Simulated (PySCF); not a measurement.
# RuNF₂, quartet: structure and spectrum

Method: UPBE0 in PySCF with Ru def2-TZVP with ECP28, N def2-TZVP, F def2-TZVP; scalar-relativistic core potentials, no spin–orbit coupling; density-fitted integrals.

The structure is a minimum.

Z-matrix (Å, degrees; charge 0 multiplicity 4):
```
Ru
N  1 1.6460
F  1 1.8825 2 132.91
F  1 1.8825 2 132.91 3 180.00
```

- Point group: C2v
- Bond lengths: Ru–F 1.882 Å (×2), Ru–N 1.646 Å
- Bond angles: F–Ru–F 94.2°, F–Ru–N 132.9° (×2)
- Entropy at 298.15 K and 1 bar (electronic part: spin only): 312.9 J/(mol K)
- Dipole moment: 1.75 D
- Principal polarisabilities: 26.6, 37.5, 55.2 bohr³
- Rotational constants: 0.2334, 0.1755, 0.1002 cm⁻¹
- Enthalpy at 298.15 K above 0 K: 14.87 kJ/mol
- Principal quadrupole moments (Buckingham, traceless) about the centre of mass: -5.37, -3.62, 8.99 D Å
- Zero-point energy: 17.8 kJ/mol
- Rotational symmetry number: 2
- Highest occupied level (α): -6.95 eV
- Atomisation energy without zero-point energy: 1084 kJ/mol
- Heat capacity Cp at 298.15 K: 65.1 J/(mol K)
- Spin squared ⟨S²⟩: 3.857
- Lowest empty level (β): -5.68 eV

Harmonic modes (masses in u: Ru 101.904, N 14.003, F 18.998):
```csv
symmetry,ω (cm⁻¹),IR (km/mol),μ (u),type
b2,138,0.5,16.85,bend
a1,215,3.6,20.45,bend
b1,352,60.5,21.05,bend
b2,613,105,22.67,stretch
a1,646,108,20.83,stretch
a1,1008,42.7,15.73,stretch
```

In C2v the vibrations span 2b2 + 3a1 + b1. Here b1 is antisymmetric to the molecular plane and b2 lies in it.

Charges (e):
```tsv
atom	Mulliken	Löwdin	polar tensor	spin (Mulliken)	Mayer order to Ru1
Ru1	1.30	0.82	1.67	2.85	–
N2	-0.36	-0.22	-0.34	-0.21	2.45
F3,4	-0.47	-0.30	-0.67	0.18	0.74
```

Mulliken populations on Ru1 (electrons outside its core potential): s 2.52, p 6.23, d 5.92, f 0.03.

Outer orbital energies (eV). α occupied: -13.63, -11.84, -11.64, -11.59, -10.85, -10.62, -10.28, -6.95; empty: -4.43, -2.91, -0.06, 0.21. β occupied: -13.27, -12.80, -12.72, -11.85, -11.23, -11.03, -10.60, -10.33; empty: -5.68, -5.58, -4.07, -3.11.

Formally Ru is in oxidation state +5, d3, with 3 unpaired electrons (the high-spin count). The Mulliken spin on Ru is 2.85. The polar-tensor charge on Ru, 1.67, is far below the formal one.

Only a few start shapes were tried, so a lower isomer may exist. Open d and f shells are described by one determinant, and the ground state may have another occupation or spin. At this level a doublet minimum of C2v symmetry lies 209 kJ/mol below this structure.

The final relaxation and frequency run took 72 s on 4 threads of a shared Intel Xeon 6975P-C (Granite Rapids) host, with 133 basis functions and 13 gradients; the process peaked at 1.4 GiB.
